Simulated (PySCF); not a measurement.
C$_{3}$H$_{9}$ClGe, charge -1, doublet, at a GFN2-xTB geometry (a state made from the parent by changing its charge; the spin is typed, not shown lowest). Base run: M062X/6-31G run with PySCF.

PySCF was given this input:
```python
from pyscf import gto, scf, dft

mol = gto.Mole()
mol.atom = '''
    C    -0.96925094    1.64446972   -1.61722495
    Ge   -0.14528057    0.32384413   -0.16067154
    C     1.43507383   -0.35473255   -1.26856155
    C    -1.44305596   -1.23333830   -0.43702018
    Cl    0.80727249   -0.60480347    2.15509564
    H    -1.07320950    1.10152280   -2.55072330
    H    -1.94750321    2.00589484   -1.31318889
    H    -0.32297419    2.50181430   -1.78254337
    H     1.92826762   -1.17571004   -0.75874842
    H     1.07953483   -0.70629199   -2.23537789
    H     2.17100011    0.42823066   -1.43890885
    H    -1.48664574   -1.48966911   -1.49396403
    H    -2.44791304   -0.98178347   -0.10442512
    H    -1.11181246   -2.10375431    0.11958318
'''
mol.basis = '6-31g'
mol.charge = -1
mol.spin = 1
mol.verbose = 4
mol.build()

mf = dft.UKS(mol)
mf.xc = 'm062x'
mf.kernel()
```

The base run was repeated with changes; each row names its change, and settings that it needs were set with it.

```json
[
 {"change": "base", "ΔE vs base (mEh)": "0.000", "grid points": "170152", "electrons on the grid": "76.99998"},
 {"change": "grids.radi_method = mura_knowles", "ΔE vs base (mEh)": "0.007", "grid points": "161952", "electrons on the grid": "76.99998"},
 {"change": "grids.atom_grid = (30, 110)", "ΔE vs base (mEh)": "163.0", "grid points": "34464", "electrons on the grid": "76.99930"},
 {"change": "grids.level = 1", "ΔE vs base (mEh)": "1.236", "grid points": "51520", "electrons on the grid": "77.00025"},
 {"change": "grids.level = 0", "ΔE vs base (mEh)": "148.2", "grid points": "12912", "electrons on the grid": "77.02266"},
 {"change": "grids.level = 2", "ΔE vs base (mEh)": "-0.124", "grid points": "106760", "electrons on the grid": "76.99997"},
 {"change": "grids.level = 4", "ΔE vs base (mEh)": "0.009", "grid points": "286072", "electrons on the grid": "77.00001"},
 {"change": "grids.radi_method = gauss_chebyshev", "ΔE vs base (mEh)": "-0.046", "grid points": "166744", "electrons on the grid": "76.99998"},
 {"change": "grids.prune = dft.gen_grid.treutler_prune", "ΔE vs base (mEh)": "0.036", "grid points": "150424", "electrons on the grid": "76.99998"},
 {"change": "grids.radi_method = delley", "ΔE vs base (mEh)": "-0.468", "grid points": "182424", "electrons on the grid": "76.99998"},
 {"change": "small_rho_cutoff = 0", "ΔE vs base (mEh)": "0.000", "grid points": "170152", "electrons on the grid": "76.99998"}
]
```

Open shells are given as the SCF converged; they aren't shown to be the lowest states, and a large step between rows can be another state.
